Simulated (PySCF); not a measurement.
## Spinor energies of W⁷⁰⁺ (tungsten, charge +70)

Start: [He] 2s2. Calculated with PySCF 2.14 in an uncontracted even-tempered set (16 s from 57 bohr⁻², ratio 2.4; 13 p from 74 bohr⁻², ratio 2.4; 5 d from 230 bohr⁻², ratio 2.6; 4 f from 350 bohr⁻², ratio 2.6): generalised Hartree-Fock with the X2C-1e Hamiltonian and a Gaussian nucleus; one run each with spin-orbit coupling (SO) switched off, then screened by Boettger's factors.

```json
{"spinor shell": "1s1/2", "electrons": "2", "ε, spin-free (eV)": "-78468.3", "ε, screened SO (eV)": "-78468.3", "weight of nominal j (screened SO)": "1.000", "rms radius, screened SO (bohr)": "0.0206"}
{"spinor shell": "2s1/2", "electrons": "2", "ε, spin-free (eV)": "-19376.4", "ε, screened SO (eV)": "-19376.4", "weight of nominal j (screened SO)": "1.000", "rms radius, screened SO (bohr)": "0.0801"}
```

| quantity | spin-free | screened SO |
| --- | --- | --- |
| E (hartree) | -7325.95616 | -7325.95616 |
| M_J | 0 | 0 |
| ⟨J²⟩ | 0.000 | 0.000 |
| ⟨L²⟩ | 0.000 | 0.000 |
| ⟨S²⟩ | 0.000 | 0.000 |

Breit and QED terms are absent; they matter most for the inner s and p1/2 levels.

Densities and radii are taken from the X2C orbitals without a picture-change correction, which distorts them close to the nucleus.

Without spin-orbit coupling the j labels of p, d and f shells carry no meaning; the spin-free column gives the mean over the occupied spinors of each nl shell.
